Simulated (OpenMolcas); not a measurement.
Mo3+ with 6 ligands (oxide) in octahedral coordination (Oh) at 2.07 Å. A charge of +1.5 e stands 2.4 Å behind each ligand. Ligand basis ANO-RCC-VDZP.

```json
{
 "Program": "OpenMolcas 26.06",
 "Method": "SS-CASPT2, IPEA 0.25 Eh, imaginary shift 0.1 Eh (closed shells correlated: 4s 4p and the ligand valence shells)",
 "Basis": "ANO-RCC-VTZP [7s6p4d2f1g]",
 "Scalar Hamiltonian": "DKH2, point nucleus",
 "Active space": "3 electrons in 5 orbitals (4d)",
 "State averaging": "2S+1 = 4 even, 10 roots; 2S+1 = 2 even, 40 roots",
 "Spin-orbit coupling": "state interaction with AMFI integrals over the reference wave functions"
}
```

What is the spin-free ground state (labels of O, the rotations of Oh)?

4A2, 1-fold in its orbital part; it has the highest spin that d3 allows.

Where is the first state of the same spin?

4T2 at 9600 cm-1 above the ground state.

What are the lowest two levels with spin-orbit coupling?

A 4-fold level Γ8, then a 4-fold level Γ8 9120 cm-1 above it. Their leading multiplicities are 4 (99 %) and 4 (72 %).

What is χT at 300 K, and how does it compare with the textbook value?

The lowest level has 2S+1 = 4, for which the spin-only value is χT = S(S+1) / 2 = 1.875 cm3 K/mol (g = 2). The computed 1.644 at 300 K differs by -0.231, through orbital momentum, spin-orbit coupling and any other state in reach.

Roots that are degenerate in the reference are averaged as groups; the widest CASPT2 spread within a group is 73 cm-1 (the 3-fold group of multiplicity 4 near 22600 cm-1 above the lowest state of its run). Shifts and gaps below about the spread of the groups concerned are not significant. Over all roots computed the reference weight is 0.59 to 0.62; a low but even weight reflects the number of correlated electrons. The least metal-like active orbital is 72 % on the metal (Löwdin) and no ligand orbital is active, so the numbers are rough. The oxide ions are held by bare point charges, a crude embedding. Ligand-to-metal charge-transfer states are missing. With no ligand orbital active B as a rule stays too high, so bands that hang on it stand too high and its fall with covalency is understated. With one d shell and no ligand orbital active, 10Dq can be off by a tenth or more. No measured value stands beside these numbers; the geometry was imposed, not optimised, and the real ion may take another.
